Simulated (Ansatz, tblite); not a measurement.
Forces on the cluster Ge₂H₄ at its r2SCAN-D4/def2-TZVP geometry. The state is a singlet with charge 0.

The xTB rows come from tblite. The structure comes from a short search, and lower isomers may exist.

GFN1-xTB (tblite), largest force 1.13 eV/Å:

```xyz
6
positions Å, forces eV/Å
Ge    1.664    0.335   -0.488   -1.122    0.106    0.031
Ge   -0.372   -0.036    0.677    0.263   -0.100   -0.168
H     0.213   -0.836   -0.715    0.014    0.175    0.164
H    -1.792    0.425    0.281    0.558   -0.408    0.232
H     0.830    1.341   -1.397    0.369   -0.308    0.254
H    -0.543   -1.230    1.642   -0.082    0.535   -0.513
```

GFN2-xTB (tblite), largest force 1.18 eV/Å:

```
Ge 0.325 0.028 0.139
Ge 0.471 0.922 0.559
H -0.260 -0.492 -0.406
H -0.115 -0.446 0.037
H -0.094 0.098 -0.103
H -0.328 -0.110 -0.225
```

PBE-D4/def2-TZVP (Ansatz), largest force 0.46 eV/Å:

```
Ge 0.452 -0.050 0.028
Ge -0.018 0.169 0.129
H -0.042 -0.129 -0.127
H -0.228 0.062 -0.054
H -0.143 0.133 -0.116
H -0.022 -0.185 0.140
```
